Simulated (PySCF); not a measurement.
Magnetisability: SMILES C#C[C@@H]1CCC[C@H]1C, C8H12

Geometry (Å), atoms numbered from 1 in this order:
```xyz
20

C     0.9160    3.0019   -0.5780
C     0.6205    1.8448   -0.6574
C     0.2427    0.4498   -0.7300
C    -1.2597    0.2661   -1.0586
C    -1.8549   -0.4920    0.1314
C    -0.6747   -1.2789    0.6904
C     0.4783   -0.2778    0.6153
C     1.8553   -0.9178    0.7045
H     1.1807    4.0151   -0.5182
H     0.8520   -0.0262   -1.5059
H    -1.3697   -0.3180   -1.9727
H    -1.7530    1.2253   -1.2136
H    -2.2131    0.2125    0.8840
H    -2.6872   -1.1310   -0.1612
H    -0.4589   -2.1382    0.0521
H    -0.8482   -1.6371    1.7044
H     0.3694    0.4475    1.4286
H     1.9939   -1.6403   -0.0983
H     1.9730   -1.4350    1.6546
H     2.6324   -0.1600    0.6257
```

Method: GIAO PBE/pcSseg-1 magnetisability, rotational g tensor and spin-rotation constants, non-relativistic, gas phase (PySCF). Geometry: GFN2-xTB.

(1) How diamagnetic is it, and how anisotropic?

(2) Split it along the inertial axes a, b, c into diamagnetic and paramagnetic parts about the centre of mass, with the quadrupole moment.

(3) And the rotational g tensor?

## Answers

(1) Isotropic -1424 × 10⁻³⁰ J/T², or -85.7 × 10⁻⁶ cm³/mol; principal values -1462, -1427, -1382 × 10⁻³⁰ J/T², anisotropy 69 × 10⁻³⁰ J/T² (root of half the summed squared differences of the principal values). The susceptibility is in cgs units.

(2) 
| axis | χ (10⁻⁶ cm³/mol) | diamagnetic (10⁻⁶ cm³/mol) | paramagnetic (10⁻⁶ cm³/mol) | summed x² of all electrons (Å²) | quadrupole Θ (D Å) |
| --- | --- | --- | --- | --- | --- |
| a | -87.6 | -578.3 | 490.7 | 153.6 | +1.35 |
| b | -86.0 | -777.5 | 691.5 | 106.6 | -1.83 |
| c | -83.6 | -1103.8 | 1020.2 | 29.7 | +0.48 |

Anisotropies 2χaa − χbb − χcc = -5.6 and 2χbb − χaa − χcc = -0.7 × 10⁻⁶ cm³/mol. Θ is traceless in Buckingham's convention.

(3) 
| axis | rotational constant (GHz) | g | nuclear part | electronic part |
| --- | --- | --- | --- | --- |
| a | 2.7849 | -0.0030 | 0.6390 | -0.6420 |
| b | 1.8292 | -0.0018 | 0.5924 | -0.5942 |
| c | 1.2454 | -0.0034 | 0.5935 | -0.5969 |

Asymmetric top; isotopes 12C, 1H; no vibrational averaging.
